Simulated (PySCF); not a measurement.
# One molecule, several mistakes: Al2BH3N cation

All numbers below are calculated, not measured. They come from PySCF 2.14.0, an open-source quantum chemistry program, on an isolated molecule that a program drew, which may never have been made. The molecule is Al2BH3N cation (charge +1, singlet), drawn as the SMILES string `[BH2][Al+][N]=[AlH]`.

Each row is a Hartree-Fock (HF) and frozen-core CCSD(T) single point in the cc-pV(D+d)Z basis, meant for a local HF minimum. Run 1 is clean. Each other run has one planted mistake out of seven kinds, and not every kind appears here: one electron removed, one electron added, multiplicity raised by two, geometry at a saddle point, minimal basis STO-3G, one bond length entered in bohr, all coordinates scaled. The reference is restricted for singlets and unrestricted otherwise, and also for a bond in bohr. Adding or removing an electron swaps singlet and doublet. Electrons count all cores. HOMO and LUMO are orbital energies over both spins, the gradient is its largest component, and the lowest frequency (negative if imaginary) is given only where the gradient is small. Bond lengths are over the 6 bonds as drawn. T1 is the CCSD diagnostic: over 0.02 (restricted) or 0.045 (unrestricted) a single reference is doubtful.

Geometry of the clean run:
```xyz
7
Al2BH3N cation, angstrom
B     1.5295   -2.2925   -1.0016
Al    0.9070   -2.5439    1.0471
N     0.4242   -2.7383    2.6360
Al   -0.0550   -2.9307    4.2140
H     0.9215   -1.5438   -1.6994
H     2.4695   -2.9069   -1.3964
H    -0.4994   -3.1099    5.6800
```

| run | electrons | basis functions | <S^2> | HOMO (eV) | LUMO (eV) | gradient (hartree/bohr) | lowest frequency (cm^-1) | mean bond (Å) | longest bond (Å) | T1 | HF (hartree) | CCSD(T) (hartree) | mistake |
|---|---|---|---|---|---|---|---|---|---|---|---|---|---|
| 1 | 40 | 89 | 0.000 | -14.87 | -3.89 | 1.8e-05 | 78 | 1.5686 | 2.156 | 0.0185 | -564.47510 | -564.85927 | no fault |
| 2 | 40 | 89 | 0.000 | -14.13 | -3.84 | 4.2e-02 | - | 1.6674 | 2.292 | 0.0216 | -564.44985 | -564.84572 | all coordinates scaled |
| 3 | 40 | 89 | 0.924 | -12.82 | -4.88 | 7.5e-03 | - | 1.8883 | 4.074 | 0.0392 | -564.38830 | -564.74944 | one bond length entered in bohr |
| 4 | 40 | 31 | 0.000 | -10.99 | 1.29 | 3.5e-02 | - | 1.5686 | 2.156 | 0.0278 | -557.71155 | -557.91670 | minimal basis STO-3G |
| 5 | 40 | 89 | 2.007 | -12.51 | -6.40 | 2.9e-02 | - | 1.5686 | 2.156 | 0.0235 | -564.36476 | -564.73907 | ? |

**Which mistake was planted in run 5, and what did it cost?**

Electrons, basis and geometry are unchanged, and <S^2> is 2.007, beside S(S+1) = 2.00 for a multiplicity of 3. So the mistake is: multiplicity raised by two. Subtracting run 1 and multiplying by 627.51 kcal/mol a hartree, the energy moved by 69.2 kcal/mol in HF and 75.4 kcal/mol in CCSD(T).

Cautions from the logs. Run 2: T1 is over the limit, so its CCSD(T) energy is less reliable; run 4: T1 is over the limit, so its CCSD(T) energy is less reliable.
